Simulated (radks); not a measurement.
The scandium ion Sc2+ inside a hard spherical wall (all orbitals vanish at R), configuration held at [Ar] 3d1 and not refilled when levels cross. All-electron calculation, scalar-relativistic Kohn-Sham, PBE, spin-polarised, spherical densities, point nucleus; open shells are filled with parallel spins first. Program: a radial shooting solver on a logarithmic mesh with Libxc functionals. Eigenvalues in eV for spin up, with the zero of energy where the potential of the charges vanishes at infinity; a dash marks a level that is unbound or too diffuse for the functional's potential to be trusted. A positive occupied level is held by the wall or, in an anion where self-interaction has pushed it up, behind a barrier. The pressure on the wall is -dE/dV.

| R (bohr) | E (hartree) | kinetic (hartree) | e(2p) | e(3s) | e(3p) | e(3d) | e(4s, empty) | e(4p, empty) | pressure (GPa) |
|---|---|---|---|---|---|---|---|---|---|
| free | -763.34187 | 769.169 | -403.79 | -70.809 | -49.362 | -18.305 | -16.151 | -11.997 | 0 |
| 20 | -763.34187 | 769.169 | -403.79 | -70.809 | -49.362 | -18.305 | -16.151 | -11.997 | < 0.0001 |
| 15 | -763.34187 | 769.169 | -403.79 | -70.809 | -49.362 | -18.305 | -16.151 | -11.997 | < 0.0001 |
| 12 | -763.34187 | 769.169 | -403.79 | -70.809 | -49.362 | -18.305 | -16.151 | -11.997 | < 0.0001 |
| 8 | -763.34185 | 769.169 | -403.79 | -70.808 | -49.361 | -18.303 | -16.134 | -11.919 | 0.00101 |
| 7 | -763.34177 | 769.170 | -403.78 | -70.800 | -49.353 | -18.295 | -16.068 | -11.725 | 0.00843 |
| 6 | -763.34128 | 769.174 | -403.74 | -70.766 | -49.321 | -18.253 | -15.785 | -11.109 | 0.0684 |
| 5 | -763.33844 | 769.195 | -403.57 | -70.634 | -49.194 | -18.071 | -14.684 | -9.238 | 0.563 |
| 4 | -763.32093 | 769.307 | -402.92 | -70.158 | -48.730 | -17.311 | -10.564 | -3.447 | 5.90 |
| 2 | -760.60597 | 782.335 | -375.60 | -50.426 | -26.908 | 9.794 | 97.160 | 111.47 | 4660 |
| 1.5 | -750.93594 | 815.607 | -329.97 | -3.422 | 23.015 | 58.889 | 283.69 | 291.55 | 40800 |
